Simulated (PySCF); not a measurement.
C4H6F2Ge (SMILES C=[CH][Ge]([F])([F])[CH]=C), singlet, at a GFN2-xTB geometry, atoms displaced at random by about 0.08 Å a coordinate; R2SCAN/STO-3G, gradient run with PySCF.

The PySCF input:
```python
from pyscf import gto, scf, dft

mol = gto.M(
    atom='''
C    -2.81664975    0.64377438    0.42614924
C    -1.44518626    1.18334823    0.33904017
Ge   -0.06245678   -0.02938443   -0.13559529
F     0.45936417    0.44938766   -1.70800542
F    -0.71747751   -1.63777681   -0.22701411
C     1.77227153   -0.04026880    1.09025277
C     2.81107152   -0.21972356    0.40465154
H    -3.01572080   -0.36234170    0.30048704
H    -3.63632553    1.21308283    0.41888593
H    -1.55116589    2.14268411    0.55434887
H     1.56178112   -0.55846964    2.06949900
H     2.84955751    0.22109070   -0.48740274
H     3.67538134   -0.22616594    1.03113551
''',
    basis='sto-3g',
    verbose=4,
)

mf = dft.RKS(mol)
mf.xc = 'r2scan'
mf.grids.level = 0
mf.kernel()
g = mf.nuc_grad_method()
g.grid_response = True
grad = g.kernel()
```

### Question
Write the output that PySCF gives for this input, abridged.

### Answer

```
PySCF version 2.14.0

[INPUT] verbose = 4
[INPUT] num. atoms = 13
[INPUT] num. electrons = 80
[INPUT] charge = 0
[INPUT] spin (= nelec alpha-beta = 2S) = 0
[INPUT] symmetry False subgroup None
[INPUT] Mole.unit = angstrom
[INPUT] Symbol           X                Y                Z      unit          X                Y                Z       unit  Magmom
[INPUT]  1 C     -2.816649750000   0.643774380000   0.426149240000 AA   -5.322696616325   1.216557264212   0.805305351792 Bohr   0.0
[INPUT]  2 C     -1.445186260000   1.183348230000   0.339040170000 AA   -2.731006230384   2.236204064689   0.640693066526 Bohr   0.0
[INPUT]  3 Ge    -0.062456780000  -0.029384430000  -0.135595290000 AA   -0.118026208822  -0.055528525026  -0.256237961881 Bohr   0.0
[INPUT]  4 F      0.459364170000   0.449387660000  -1.708005420000 AA    0.868072472738   0.849219601159  -3.227662463073 Bohr   0.0
[INPUT]  5 F     -0.717477510000  -1.637776810000  -0.227014110000 AA   -1.355835994435  -3.094949624064  -0.428994494312 Bohr   0.0
[INPUT]  6 C      1.772271530000  -0.040268800000   1.090252770000 AA    3.349107810064  -0.076097003365   2.060279141848 Bohr   0.0
[INPUT]  7 C      2.811071520000  -0.219723560000   0.404651540000 AA    5.312155289365  -0.415217351514   0.764680586483 Bohr   0.0
[INPUT]  8 H     -3.015720800000  -0.362341700000   0.300487040000 AA   -5.698886380154  -0.684726576509   0.567838209581 Bohr   0.0
[INPUT]  9 H     -3.636325530000   1.213082830000   0.418885930000 AA   -6.871659351464   2.292394315112   0.791579685134 Bohr   0.0
[INPUT] 10 H     -1.551165890000   2.142684110000   0.554348870000 AA   -2.931278705867   4.049086139357   1.047567541762 Bohr   0.0
[INPUT] 11 H      1.561781120000  -0.558469640000   2.069499000000 AA    2.951338583316  -1.055354668484   3.910786325061 Bohr   0.0
[INPUT] 12 H      2.849557510000   0.221090700000  -0.487402740000 AA    5.384883270098   0.417800871688  -0.921057690963 Bohr   0.0
[INPUT] 13 H      3.675381340000  -0.226165940000   1.031135510000 AA    6.945464135937  -0.427391685305   1.948563711214 Bohr   0.0

nuclear repulsion = 561.005856356164
number of shells = 32
number of NR pGTOs = 162
number of NR cGTOs = 54
basis = sto-3g
ecp = {}

******** <class 'pyscf.dft.rks.RKS'> ********
method = RKS
initial guess = minao
damping factor = 0
level_shift factor = 0
DIIS = <class 'pyscf.scf.diis.CDIIS'>
diis_start_cycle = 1
diis_space = 8
diis_damp = 0
SCF conv_tol = 1e-09
SCF conv_tol_grad = None
SCF max_cycles = 50
direct_scf = True
direct_scf_tol = 1e-13
XC library pyscf.dft.libxc version 7.1.2
    S. Lehtola, C. Steigemann, M. J. T. Oliveira, and M. A. L. Marques,  SoftwareX 7, 1–5 (2018)
XC functionals = r2scan
    J. W. Furness, A. D. Kaplan, J. Ning, J. P. Perdew, and J. Sun,  J. Phys. Chem. Lett. 11, 8208–8215 (2020)
    J. W. Furness, A. D. Kaplan, J. Ning, J. P. Perdew, and J. Sun,  J. Phys. Chem. Lett. 11, 9248–9248 (2020)
    J. W. Furness, A. D. Kaplan, J. Ning, J. P. Perdew, and J. Sun,  J. Phys. Chem. Lett. 11, 8208–8215 (2020)
    J. W. Furness, A. D. Kaplan, J. Ning, J. P. Perdew, and J. Sun,  J. Phys. Chem. Lett. 11, 9248–9248 (2020)
radial grids:
    Treutler-Ahlrichs [JCP 102, 346 (1995); DOI:10.1063/1.469408] (M4) radial grids

becke partition: Becke, JCP 88, 2547 (1988); DOI:10.1063/1.454033
pruning grids: <function nwchem_prune>
grids dens level: 0
symmetrized grids: False
atomic radii adjust function: <function treutler_atomic_radii_adjust>
small_rho_cutoff = 0
Set gradient conv threshold to 3.16228e-05
Initial guess from minao.
tot grids = 12688
init E= -2402.1113339278
  HOMO = -0.444592810428447  LUMO = -0.262969757352879  gap/eV = 4.94222
cycle= 1 E= -2403.65568767169  delta_E= -1.54  |g|= 0.597  |ddm|= 4.63
  HOMO = 0.0822069081582772  LUMO = 0.0891792120356177  gap/eV = 0.18973
cycle= 2 E= -2400.02600227681  delta_E= 3.63  |g|= 3.03  |ddm|= 4.68
  HOMO = -0.0350855372426071  LUMO = 0.0579673361412413  gap/eV = 2.53210
cycle= 3 E= -2403.64073746545  delta_E= -3.61  |g|= 0.725  |ddm|= 3.94
  HOMO = -0.0781548039468926  LUMO = 0.0512244239910226  gap/eV = 3.52059
cycle= 4 E= -2403.81893214709  delta_E= -0.178  |g|= 0.287  |ddm|=  1.3
  HOMO = -0.099763345351082  LUMO = 0.0448206322419201  gap/eV = 3.93433
cycle= 5 E= -2403.84256841338  delta_E= -0.0236  |g|= 0.106  |ddm|= 0.49
  HOMO = -0.109857763087133  LUMO = 0.0383445201051389  gap/eV = 4.03279
cycle= 6 E= -2403.84669729867  delta_E= -0.00413  |g|= 0.023  |ddm|= 0.197
  HOMO = -0.107990276725211  LUMO = 0.0379520423360059  gap/eV = 3.97129
cycle= 7 E= -2403.84684380129  delta_E= -0.000147  |g|= 0.012  |ddm|= 0.0465
  HOMO = -0.107744437426063  LUMO = 0.0382859038084651  gap/eV = 3.97369
cycle= 8 E= -2403.84689313214  delta_E= -4.93e-05  |g|= 0.00247  |ddm|= 0.0186
  HOMO = -0.107701907362586  LUMO = 0.0384394982134547  gap/eV = 3.97671
cycle= 9 E= -2403.84689504368  delta_E= -1.91e-06  |g|= 0.000824  |ddm|= 0.00443
  HOMO = -0.107757681282518  LUMO = 0.0383895992144034  gap/eV = 3.97687
cycle= 10 E= -2403.84689528276  delta_E= -2.39e-07  |g|= 0.000272  |ddm|= 0.00165
  HOMO = -0.107741032476798  LUMO = 0.038353333916832  gap/eV = 3.97543
cycle= 11 E= -2403.84689531041  delta_E= -2.76e-08  |g|= 6.76e-05  |ddm|= 0.000524
  HOMO = -0.10775285377066  LUMO = 0.0383622234055093  gap/eV = 3.97599
cycle= 12 E= -2403.84689531246  delta_E= -2.06e-09  |g|= 9.2e-06  |ddm|= 0.000134
  HOMO = -0.107751634202334  LUMO = 0.0383624828437513  gap/eV = 3.97597
cycle= 13 E= -2403.84689531249  delta_E= -2.55e-11  |g|= 2.05e-06  |ddm|= 1.63e-05
  HOMO = -0.107752588369925  LUMO = 0.0383625845714223  gap/eV = 3.97600
Extra cycle  E= -2403.84689531248  delta_E= 1.09e-11  |g|= 3.63e-06  |ddm|= 1.03e-05
converged SCF energy = -2403.84689531248

******** <class 'pyscf.grad.rks.Gradients'> for <class 'pyscf.dft.rks.RKS'> ********
unit = Eh/Bohr
grid_response = True
--------------- RKS gradients ---------------
         x                y                z
0 C    -0.1963016836    -0.0238749505     0.0147432366
1 C     0.1095824435     0.1795174304     0.0141213340
2 Ge    -0.0240834942    -0.0281708280    -0.0308452067
3 F     0.0052523010     0.0133046674    -0.0176037624
4 F    -0.0075202793    -0.0272056781     0.0014244463
5 C     0.2192548409     0.0381624792    -0.0357202387
6 C    -0.0994762841     0.0065124588    -0.0389645398
7 H     0.0061115419     0.0624465765     0.0092513913
8 H     0.0796709140    -0.0675654002    -0.0118038591
9 H    -0.0173607319    -0.1179938874    -0.0152856682
10 H    -0.0150997320    -0.0230415014     0.0046610346
11 H    -0.0171431799    -0.0320092837     0.1035665483
12 H    -0.0428866565     0.0199179170     0.0024552839
----------------------------------------------
```
